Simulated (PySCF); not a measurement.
Basis-set dependence of population analyses: `C[C@@]1(F)CC=C1F`

Species: C₅H₆F₂.
Cartesian coordinates in Å at the PBE0-D3(BJ)/def2-SVP level; atoms count from 1:
```xyz
13
C5H6F2 angstrom
C      1.533    0.233    0.445
C      0.341    0.010   -0.451
F      0.793   -0.185   -1.738
C     -0.709   -1.055   -0.006
C     -1.704    0.087    0.094
C     -0.809    0.974   -0.345
F     -0.832    2.272   -0.563
H      2.220   -0.623    0.367
H      1.220    0.348    1.492
H      2.071    1.141    0.136
H     -0.906   -1.789   -0.802
H     -0.472   -1.580    0.935
H     -2.739    0.145    0.433
```

PBE0 throughout (PySCF), one geometry, spherical d and f functions. Geometry: PBE0-D3(BJ)/def2-SVP; no solvent, vibrations or thermal averaging. The first 7 of 11 kinds of atom are listed.

Mulliken charges (e):

```csv
basis,functions,C1,C2,F3,C4,C5,C6,F7
STO-3G,41,-0.248,+0.113,-0.113,-0.155,-0.124,+0.075,-0.058
6-31G,75,-0.506,+0.205,-0.339,-0.367,-0.147,+0.304,-0.287
pcSseg-0,75,-0.570,+0.065,-0.368,-0.487,-0.133,+0.304,-0.338
6-31G*,110,-0.572,+0.350,-0.358,-0.406,-0.208,+0.342,-0.282
cc-pVDZ,128,-0.027,-0.021,-0.230,+0.058,-0.110,+0.166,-0.127
def2-SVP,128,0.000,-0.097,-0.260,+0.145,-0.252,+0.333,-0.176
aug-cc-pVDZ,215,+0.391,+0.229,-0.645,+0.746,+0.350,+0.459,-0.552
"6-311+G(2d,p)",225,-0.533,+0.855,-0.334,-0.656,+0.235,-0.146,-0.319
def2-TZVP,253,-0.416,+0.302,-0.220,-0.159,-0.234,+0.146,-0.176
cc-pVTZ,294,-0.306,+0.221,-0.218,-0.131,-0.232,+0.173,-0.135
IGLO-III,305,-0.427,+0.377,-0.284,-0.233,-0.116,+0.218,-0.233
```

IAO charges (e):

```json
{"basis": "STO-3G", "functions": "41", "C1": "-0.416", "C2": "+0.136", "F3": "-0.134", "C4": "-0.263", "C5": "-0.186", "C6": "+0.110", "F7": "-0.072"}
{"basis": "6-31G", "functions": "75", "C1": "-0.454", "C2": "+0.275", "F3": "-0.303", "C4": "-0.281", "C5": "-0.194", "C6": "+0.228", "F7": "-0.224"}
{"basis": "pcSseg-0", "functions": "75", "C1": "-0.443", "C2": "+0.252", "F3": "-0.287", "C4": "-0.288", "C5": "-0.196", "C6": "+0.223", "F7": "-0.209"}
{"basis": "6-31G*", "functions": "110", "C1": "-0.436", "C2": "+0.302", "F3": "-0.313", "C4": "-0.265", "C5": "-0.204", "C6": "+0.261", "F7": "-0.234"}
{"basis": "cc-pVDZ", "functions": "128", "C1": "-0.436", "C2": "+0.304", "F3": "-0.315", "C4": "-0.265", "C5": "-0.207", "C6": "+0.260", "F7": "-0.234"}
{"basis": "def2-SVP", "functions": "128", "C1": "-0.425", "C2": "+0.300", "F3": "-0.316", "C4": "-0.259", "C5": "-0.202", "C6": "+0.260", "F7": "-0.234"}
{"basis": "aug-cc-pVDZ", "functions": "215", "C1": "-0.445", "C2": "+0.308", "F3": "-0.330", "C4": "-0.268", "C5": "-0.205", "C6": "+0.265", "F7": "-0.246"}
{"basis": "6-311+G(2d,p)", "functions": "225", "C1": "-0.446", "C2": "+0.306", "F3": "-0.330", "C4": "-0.269", "C5": "-0.204", "C6": "+0.266", "F7": "-0.247"}
{"basis": "def2-TZVP", "functions": "253", "C1": "-0.447", "C2": "+0.310", "F3": "-0.329", "C4": "-0.269", "C5": "-0.207", "C6": "+0.269", "F7": "-0.247"}
{"basis": "cc-pVTZ", "functions": "294", "C1": "-0.448", "C2": "+0.309", "F3": "-0.327", "C4": "-0.270", "C5": "-0.208", "C6": "+0.269", "F7": "-0.244"}
{"basis": "IGLO-III", "functions": "305", "C1": "-0.448", "C2": "+0.308", "F3": "-0.330", "C4": "-0.270", "C5": "-0.206", "C6": "+0.268", "F7": "-0.248"}
```

Hirshfeld charges (e):

| basis | functions | C1 | C2 | F3 | C4 | C5 | C6 | F7 |
| --- | --- | --- | --- | --- | --- | --- | --- | --- |
| STO-3G | 41 | -0.050 | +0.098 | -0.086 | -0.028 | -0.084 | +0.033 | -0.011 |
| 6-31G | 75 | -0.110 | +0.109 | -0.135 | -0.064 | -0.063 | +0.061 | -0.079 |
| pcSseg-0 | 75 | -0.116 | +0.113 | -0.128 | -0.068 | -0.063 | +0.066 | -0.070 |
| 6-31G* | 110 | -0.109 | +0.104 | -0.126 | -0.065 | -0.067 | +0.064 | -0.068 |
| cc-pVDZ | 128 | -0.122 | +0.098 | -0.110 | -0.074 | -0.065 | +0.061 | -0.059 |
| def2-SVP | 128 | -0.125 | +0.103 | -0.117 | -0.076 | -0.065 | +0.068 | -0.066 |
| aug-cc-pVDZ | 215 | -0.132 | +0.088 | -0.118 | -0.085 | -0.064 | +0.068 | -0.074 |
| 6-311+G(2d,p) | 225 | -0.124 | +0.085 | -0.121 | -0.080 | -0.062 | +0.066 | -0.076 |
| def2-TZVP | 253 | -0.128 | +0.089 | -0.118 | -0.082 | -0.064 | +0.069 | -0.073 |
| cc-pVTZ | 294 | -0.129 | +0.092 | -0.115 | -0.081 | -0.065 | +0.069 | -0.071 |
| IGLO-III | 305 | -0.132 | +0.088 | -0.117 | -0.085 | -0.064 | +0.068 | -0.074 |

ESP-fitted charges (e):

```csv
basis,functions,C1,C2,F3,C4,C5,C6,F7
STO-3G,41,-0.554,+0.427,-0.162,-0.324,-0.159,+0.063,-0.054
6-31G,75,-0.571,+0.519,-0.306,-0.276,-0.267,+0.189,-0.184
pcSseg-0,75,-0.703,+0.642,-0.324,-0.396,-0.270,+0.168,-0.180
6-31G*,110,-0.604,+0.492,-0.243,-0.279,-0.209,+0.059,-0.101
cc-pVDZ,128,-0.556,+0.494,-0.255,-0.258,-0.208,+0.062,-0.106
def2-SVP,128,-0.553,+0.498,-0.268,-0.250,-0.228,+0.097,-0.126
aug-cc-pVDZ,215,-0.626,+0.535,-0.287,-0.266,-0.233,+0.100,-0.139
"6-311+G(2d,p)",225,-0.646,+0.544,-0.292,-0.269,-0.236,+0.093,-0.137
def2-TZVP,253,-0.644,+0.538,-0.277,-0.273,-0.223,+0.078,-0.126
cc-pVTZ,294,-0.626,+0.514,-0.265,-0.258,-0.222,+0.073,-0.119
IGLO-III,305,-0.624,+0.517,-0.280,-0.253,-0.229,+0.091,-0.133
```

Q: Which scheme is steadiest as the basis changes?

A: Largest range over the bases for any column: Hirshfeld 0.08 e, IAO 0.20 e, ESP-fitted 0.21 e, Mulliken 1.40 e. Hirshfeld charges move least and Mulliken charges most, counted in e. Without the minimal STO-3G basis the ranges are Hirshfeld 0.03, IAO 0.06, ESP-fitted 0.15, Mulliken 1.40 e.

Q: How much do the charges still move between the two largest bases, cc-pVTZ and IGLO-III?

A: At most, over all atoms: Mulliken 0.156 e, IAO 0.004 e, Hirshfeld 0.004 e, ESP-fitted 0.018 e.

Q: What do the same runs give for the total energy, the frontier levels and the dipole moment?

A: 
```tsv
basis	energy (Eh)	HOMO (eV)	LUMO (eV)	μ (D)
STO-3G	-388.1572	-4.62	3.61	0.97
6-31G	-393.2467	-7.41	0.29	2.50
pcSseg-0	-392.4359	-7.72	-0.03	2.48
6-31G*	-393.3404	-7.19	0.54	1.94
cc-pVDZ	-393.3717	-7.32	0.34	1.98
def2-SVP	-393.0571	-7.44	0.22	2.09
aug-cc-pVDZ	-393.4010	-7.51	-0.11	2.32
6-311+G(2d,p)	-393.4715	-7.54	-0.11	2.37
def2-TZVP	-393.5076	-7.49	0.06	2.22
cc-pVTZ	-393.4911	-7.45	0.14	2.13
IGLO-III	-393.5151	-7.51	-0.04	2.30
```

The dipole is fixed by the density alone, so its range of 1.53 D shows that the density itself changes with the basis, not only its division among atoms.
